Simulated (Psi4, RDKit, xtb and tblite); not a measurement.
Internal rotation in SMILES COc1ccc(O)s1 (C₅H₆O₂S). Scanned: dihedral S8–C6–O7–H14; all other coordinates were relaxed at GFN2-xTB. Points at φ and −φ are mirror images. Heavy atoms are numbered in the order of the SMILES COc1ccc(O)s1, hydrogens after them in the order of the atoms that carry them; the mirror image has the same energies with the sign of each dihedral reversed.

MMFF94 // GFN2-xTB (RDKit); GFN2-xTB (xtb and tblite); PBE-D3(BJ)/def2-SVP // GFN2-xTB (Psi4).

Energies relative to the lowest point of each profile, in kcal/mol:

```tsv
φ / °	MMFF94	GFN2-xTB
-135	5.3	1.7
-120	6.9	2.1
-75	7.6	1.7
-45	3.9	0.7
-15	0.5	0.1
15	0.5	0.1
60	5.9	1.2
75	7.6	1.7
90	8.3	2.1
135	5.3	1.7
165	2.7	0.8
180	2.3	0.7
```

Q: Predict the corresponding PBE-D3(BJ)/def2-SVP column.

A: -135: 0.4; -120: 0.6; -75: 0.3; -45: 0.4; -15: 0.7; 15: 0.7; 60: 0.3; 75: 0.3; 90: 0.5; 135: 0.4; 165: 0.1; 180: 0.0 (kcal/mol).
